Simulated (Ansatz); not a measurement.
One geometry of Au₄, several levels of theory.

```yaml
crystal:
  periodic: [false, false, false]
  atoms:
    - {symbol: Au, position_ang: [0.366601, -0.713244, -3.476394]}
    - {symbol: Au, position_ang: [-0.384249, -0.448755, 1.197866]}
    - {symbol: Au, position_ang: [-0.356437, 0.773249, 3.445612]}
    - {symbol: Au, position_ang: [0.374084, 0.388749, -1.167074]}
basis:
  gaussian: {orbitals: def2-TZVP, initial_orbitals: start.molden}
hamiltonian: {xc: {name: B3LYP}, dispersion: d4}
scf: {omitted_lower_state_checks: [starts]}
output: {orbitals: {seedname: orbitals}}
```

The file start.molden holds the orbitals of an earlier run on this structure, at another level or in another basis.

```sh
$ ansatz run in.yaml --threads 4 --pin off --events-out ev --progress --plain --max-ram 3916MiB
```

It prints (some lines left out):

```
Functional definition: B3LYP
1560 factors; their error is unknown
mean field evaluation 1: about -14781.3526 eV, gradient 7.0e0 eV
mean field evaluation 2: about -14781.3898 eV, gradient 5.8e-2 eV
mean field evaluation 4: about -14781.5084 eV, gradient 1.0e-4 eV
mean field -14781.50843801 eV, -543.2104158306 hartree, gradient 1.9e-5 eV, S^2 0.000000; 0 other end points of the search recorded, 0 dependent functions left out
reference -14781.50870025 eV, -543.2104254678 hartree; 38, 38 occupied and 122, 122 virtual orbitals, 1560 factors
Total energy: -14781.81724207 eV, -543.2217641703 hartree
Checks for a lower state left out: starts
```

Hardware: 4 threads of Arm Neoverse V1 on a shared host. Wall time 4 s.

As the first input, with `hamiltonian: {xc: r2scan, dispersion: d4}` (abridged; 5.5 s):

```
Functional definition: r2SCAN
mean field -14782.43058322 eV, -543.2443040419 hartree, gradient 1.6e-5 eV, S^2 0.000000
Total energy: -14782.46792957 eV, -543.2456764950 hartree
Checks for a lower state left out: starts
```

As the first input, with `hamiltonian: {xc: pbe0, dispersion: d4}` (abridged; 4.4 s):

```
Functional definition: PBE0
mean field -14775.35160243 eV, -542.9841562964 hartree, gradient 2.0e-5 eV, S^2 0.000000
Total energy: -14775.51391590 eV, -542.9901212063 hartree
Checks for a lower state left out: starts
```

The first input with `gaussian: {orbitals: def2-SVP, initial_orbitals: start.molden}`, `correlation: {method: ccsd_t}` and without the key `hamiltonian` (abridged; 1.8 min):

```
Functional definition: HF
mean field -14672.08509481 eV, -539.1891821378 hartree, gradient 3.2e-6 eV, S^2 0.000000
second order -39.87353541 eV of doubles, -0.00000000 eV of singles
cycle   1  -34.76540955 eV  change     5.1e0 eV  update   2.4e-1
cycle   2  -36.34344665 eV  change    -1.6e0 eV  update   7.7e-2
cycle   3  -36.53706607 eV  change   -1.9e-1 eV  update   4.8e-2
cycle   4  -36.48920493 eV  change    4.8e-2 eV  update   2.5e-2
cycle   5  -36.46436186 eV  change    2.5e-2 eV  update   1.8e-2
cycle   6  -36.49751495 eV  change   -3.3e-2 eV  update   9.5e-3
cycle   7  -36.50951602 eV  change   -1.2e-2 eV  update   4.0e-3
cycle   8  -36.50438915 eV  change    5.1e-3 eV  update   2.0e-3
cycle   9  -36.50253372 eV  change    1.9e-3 eV  update   1.1e-3
cycle  10  -36.50472195 eV  change   -2.2e-3 eV  update   5.8e-4
cycle  11  -36.50327874 eV  change    1.4e-3 eV  update   3.2e-4
cycle  12  -36.50310197 eV  change    1.8e-4 eV  update   1.3e-4
cycle  13  -36.50342118 eV  change   -3.2e-4 eV  update   6.6e-5
cycle  14  -36.50334595 eV  change    7.5e-5 eV  update   3.1e-5
perturbative correction -1.08736988 eV, -0.0399601060 hartree
Total energy: -14709.67581063 eV, -540.5706154644 hartree
Checks for a lower state left out: starts
```

The first input with `hamiltonian: {xc: {name: B97M-V}}` (abridged; 11 s):

```
Functional definition: B97M-V
mean field -14774.77278271 eV, -542.9628850637 hartree, gradient 2.9e-5 eV, S^2 0.000000
Total energy: -14774.77285085 eV, -542.9628875681 hartree
Checks for a lower state left out: starts
```

First input, but with `hamiltonian: {xc: pbe, dispersion: d4}`, `output: {forces: true, orbitals: {seedname: orbitals}}` (abridged; 2.6 s):

```
Functional definition: PBE
mean field -14780.83921494 eV, -543.1858223363 hartree, gradient 3.5e-5 eV, S^2 0.000000
Total energy: -14781.02378234 eV, -543.1926050633 hartree
Atom 0 force     0.000549     0.071265     0.157084 eV/Å
Atom 1 force     0.057325     0.142811    -0.030207 eV/Å
Atom 2 force    -0.000192    -0.082329    -0.152886 eV/Å
Atom 3 force    -0.057682    -0.131747     0.026009 eV/Å
Dipole moment:    -0.004447     0.003871     0.021465 e Å
Checks for a lower state left out: starts
```

Geometry: PBE-D4/def2-SVP.

In the def2 sets Au takes a core potential; there is no spin–orbit coupling. B3LYP takes the VWN-RPA correlation. Correlated methods freeze no core orbitals; core or outer-core shells of Au are correlated, in sets that lack core-valence functions. At CCSD(T)/def2-SVP the test of the restricted singlet for broken spin symmetry was undecided. No other spin state of charge 0 was run. Another isomer (singlet) lies 0.43 eV lower at PBE0-D4/def2-TZVP; other spin states weren't run for this one.
